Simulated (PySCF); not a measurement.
**How methods differ on the excitation energy of Pd**

Pd [Kr] 4d10 (1S) → Pd [Kr] 4d9 5p1 (high-spin determinant), as a difference of total energies. All numbers are calculated (PySCF 2.14, scalar relativity by spin-free X2C-1e, in x2c-QZVPPall). Correlated levels: valence: [Kr] frozen; valence and next inner shell: [Ar] 3d10 frozen. The calculations carry no spin-orbit coupling.

```tsv
method	excitation energy (eV)
UHF	2.850
LDA	4.837
PBE	4.504
PBE0	4.282
r2SCAN	4.242
MP2 (valence)	4.865
SCS-MP2 (valence)	4.722
MP2 (valence and next inner shell)	5.035
SCS-MP2 (valence and next inner shell)	4.803
```

Q: How much does correlation contribute at MP2 (valence and next inner shell)?

A: 5.035 − (2.850) = 2.185 eV, measured against UHF.

A first-order spin-orbit estimate (lowest level to lowest level, LS coupling) adds -0.157 eV.

The basis was made for the ground configuration and has no added diffuse functions, so the excitation energy can come out too high.

The determinant of the upper state mixes LS terms, which raises its energy above the lowest term, most at the Hartree-Fock and MP2 levels.
